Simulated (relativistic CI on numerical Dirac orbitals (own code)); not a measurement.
Energy levels of Zr⁺

Method of calculation: Dirac-Coulomb-Breit CI, separate exchange-only KLI orbitals for each configuration, model QED (radiative potential, 1s self-energy scaled to tabulated hydrogen-like ionisation energies), valence Slater integrals scaled by 0.85, P86 correlation energy added to each configuration (own radial code, finite nucleus).

Configuration list (outside the closed core [Kr]): 4d2 5s, 4d3, 4d2 5p, 4d 5s 5p, 4d 5s2, 4d2 5d, 5s 5p2, 5s2 5p, 4d2 5f, 4d2 5g, 4d 5s 4f, 4d 5p2, 4d2 6s, 4d 5s 6p, 4d2 6p, 4d 5s 6s, 4d 5s 7s, 4d2 4f, 4d2 7s, 4d 5s 6d, 4d2 6d, 4d 5s 5d, 4d 5s 7p, 4d2 7p, 5s2 5d, 4d 5s 5f, 4d 5s 5g, 5s 5p 5f, 5s 6s2, 5s 5p 5g, 4d 5s 8s, 4d 5p 5f, 4d 6s2, 4d 5p 5g, 4d2 8s, 4d 5p 5d. Levels of other configurations are missing.

```tsv
No.	Configuration	Term	J	E (cm⁻¹)	%	Landé g	Lifetime (s)	jj configuration (%)
1	4d2 5s	4F	3/2	0.0	99	0.401		4d3/2^2 5s (73)
2	4d2 5s	4F	5/2	264.7	99	1.029	1.26e+03	4d3/2 4d5/2 5s (61)
3	4d2 5s	4F	7/2	640.2	99	1.238	4.38e+02	4d3/2 4d5/2 5s (83)
4	4d2 5s	4F	9/2	1114.3	99	1.334	3.49e+02	4d5/2^2 5s (77)
5	4d3	4F	3/2	1633.6	99	0.403		4d3/2^3 (40)
6	4d3	4F	5/2	1873.7	99	1.029	1.58e+03	4d3/2^2 4d5/2 (78)
7	4d3	4F	7/2	2190.0	99	1.238	7.08e+02	4d3/2 4d5/2^2 (77)
8	4d3	4F	9/2	2568.1	99	1.333	6.69e+02	4d3/2 4d5/2^2 (47)
9	4d2 5s	2D	3/2	4392.5	48	0.837	3.85e+01	4d3/2 4d5/2 5s (25)
10	4d2 5s	2D	5/2	4665.0	53	1.182	4.60e+01	4d3/2^2 5s (26)
11	4d3	2P	1/2	5421.9	61	0.675		4d3/2^2 4d5/2 (34)
12	4d3	2P	3/2	5762.9	56	1.296		4d5/2^3 (28)
13	4d2 5s	2F	5/2	5854.5	84	0.878	3.91e+01	4d3/2 4d5/2 5s (59)
14	4d2 5s	2F	7/2	6482.3	88	1.142	3.84e+01	4d5/2^2 5s (52)
15	4d3	2G	7/2	7732.8	76	0.890	4.30e+01	4d3/2^2 4d5/2 (39)
16	4d2 5s	4P	1/2	7955.5	99	2.668	1.75e+01	4d3/2^2 5s (41)
17	4d3	2G	9/2	8001.1	73	1.111	2.57e+01	4d3/2^2 4d5/2 (34)
18	4d2 5s	4P	3/2	8134.9	99	1.732	1.66e+01	4d3/2 4d5/2 5s (89)
19	4d2 5s	4P	5/2	8401.4	98	1.597	1.63e+01	4d5/2^2 5s (48)
20	4d3	4P	1/2	9118.7	99	2.662		4d3/2 4d5/2^2 (50)
21	4d3	4P	3/2	9272.2	98	1.730		4d3/2 4d5/2^2 (40)
22	4d3	4P	5/2	9468.9	99	1.601		4d3/2 4d5/2^2 (61)
23	4d3	2H	9/2	12069.2	98	0.912	2.77e+01	4d3/2^2 4d5/2 (49)
24	4d3	2H	11/2	12368.1	100	1.091		4d3/2 4d5/2^2 (100)
25	4d 5s2	2D	3/2	14408.8	68	0.800		4d3/2 (68)
26	4d2 5s	2G	7/2	14870.3	75	0.889		4d3/2 4d5/2 5s (58)
27	4d2 5s	2G	9/2	14938.5	72	1.110		4d3/2 4d5/2 5s (56)
28	4d3	2D	3/2	14952.1	60	0.803		4d3/2^3 (25)
29	4d 5s2	2D	5/2	15088.5	60	1.200		4d5/2 (60)
30	4d3	2D	5/2	15298.9	47	1.201		4d5/2^2 5s (22)
31	4d3	2F	7/2	20185.1	89	1.143		4d3/2 4d5/2^2 (65)
32	4d3	2F	5/2	20244.6	90	0.858		4d3/2 4d5/2^2 (48)
33	4d2 5s	2P	1/2	20757.7	58	0.671		4d3/2 4d5/2 5s (39)
34	4d2 5s	2P	3/2	21137.1	58	1.331		4d3/2 4d5/2 5s (32)
35	4d2 5s	2S	1/2	26683.7	96	1.999		4d5/2^2 5s (63)
36	4d2 5p	4G°	5/2	26953.2	76	0.645	6.04e-09	4d3/2^2 5p1/2 (83)
37	4d2 5p	4G°	7/2	27700.8	92	0.997	5.45e-09	4d3/2 4d5/2 5p1/2 (68)
38	4d2 5p	2F°	5/2	28360.0	52	0.867	7.47e-09	4d3/2 4d5/2 5p1/2 (29)
39	4d2 5p	4G°	9/2	28478.6	99	1.173	5.11e-09	4d3/2 4d5/2 5p3/2 (63)
40	4d3	2D	5/2	28514.7	87	1.200		4d3/2^2 4d5/2 (47)
41	4d3	2D	3/2	28564.5	88	0.799		4d3/2 4d5/2^2 (77)
42	4d2 5p	4F°	3/2	28598.4	57	0.556	5.32e-09	4d3/2^2 5p1/2 (48)
43	4d2 5p	2D°	3/2	29080.2	52	0.684	7.53e-09	4d3/2^2 5p3/2 (49)
44	4d2 5p	4F°	5/2	29137.9	82	1.040	4.61e-09	4d3/2 4d5/2 5p1/2 (49)
45	4d2 5p	4G°	11/2	29300.6	100	1.273	4.89e-09	4d5/2^2 5p3/2 (78)
```

Energies count from the lowest computed level; ° marks odd parity; lifetimes are radiative, by E1, M1, E2 decay to levels of this space only; some are left blank where a channel outside the calculation adds to the decay or the decay crosses a small, uncertain gap. Filled j subshells are mostly left out of the jj labels.

The mean weight of the leading LS term, summed over parents, in these 45 levels is 82 %, and that of the leading jj configuration (from the same eigenvectors) 54 %, so LS coupling describes them better.

For a near-neutral ion this model can misplace configurations by up to about 10,000 cm⁻¹ (more where the count of f electrons changes) and terms by 10 to 25 % of their spread. Rates follow the energies as ν³ (E1, M1) or ν⁵ (E2), so they and the lifetimes can be off by large factors. The fine structure of a lone outer electron comes out too small, for d and f at times inverted, and misplaced configurations move strength between like terms. 22 of the 29 excited levels that our extract of the measured tables holds in this range could be paired (the sources list more); they are missed by 977 cm⁻¹ on average and 1676 at most, and levels without a partner can miss by more. Some levels of the ground configuration have no partner and can miss by 10 % or more.

Landé's interval rule says that E(J) − E(J−1) = AJ with one A. For the ground term the intervals give A = 105.9, 107.3, 105.4 cm⁻¹ for J = 5/2, 7/2, 9/2; the multiplet is regular.

LS names give the leading component of a level, which can be under half, so a name can repeat, a term be missing and a line seem to break the LS rules.
